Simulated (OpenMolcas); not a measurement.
Co3+: moving or changing the point charges

Co3+ among 4 point charges of -1.5 e arranged as a square (D4h), 2.06 Å from the ion.
```
   2.0600    0.0000    0.0000  -1.50
   0.0000    2.0600    0.0000  -1.50
  -2.0600    0.0000    0.0000  -1.50
   0.0000   -2.0600    0.0000  -1.50
```

```json
{
 "Program": "OpenMolcas 26.06",
 "Method": "SS-CASPT2, IPEA 0.25 Eh, imaginary shift 0.1 Eh (closed shells correlated: 3s 3p)",
 "Basis": "ANO-RCC-VTZP [6s5p3d2f1g]",
 "Scalar Hamiltonian": "DKH2, point nucleus",
 "Active space": "6 electrons in 5 orbitals (3d)",
 "State averaging": "2S+1 = 5 even, 5 roots; 2S+1 = 3 even, 45 roots; 2S+1 = 1 even, 50 roots",
 "Spin-orbit coupling": "RASSI with atomic mean-field integrals over the reference wave functions"
}
```

Runs around this geometry, states (labels of D4, the rotations of D4h). Energies in cm-1 above the lowest state or level, χT in cm3 K/mol.

```tsv
R (Å)	q (e)	Ground state	First state of that spin	First gap with spin-orbit (degeneracies)	χT at 300 K	First state of another spin
2.06	-0.98	5A1	5E 800	39 (1, 2)	4.839	3E 24550
1.92	-1.5	5A1	5E 2010	30 (1, 2)	4.028	3E 25000
2.06	-1.5	5A1	5E 1590	33 (1, 2)	4.240	3A2 25240
2.23	-1.5	5A1	5E 1220	36 (1, 2)	4.486	3E 25010
```

Taking the first state of the same spin as R^-n, n = -ln(1220 / 2010) / ln(2.23 / 1.92) = 3.3 between the shortest and longest distance.

Scaling the charges by -0.98 / -1.5 = 0.65 scales the first state of the same spin by 800 / 1590 = 0.50; with fixed orbitals a first-order splitting would follow the charge.

Point charges give a weaker field than real ligands, and real ions of this kind are often low spin; the high spin found here belongs to the model. Free-ion shares, where given, are those of the reference states; single-state CASPT2 does not remix them. This is an electrostatic model: the charges have no orbitals. No measured value stands beside these numbers.
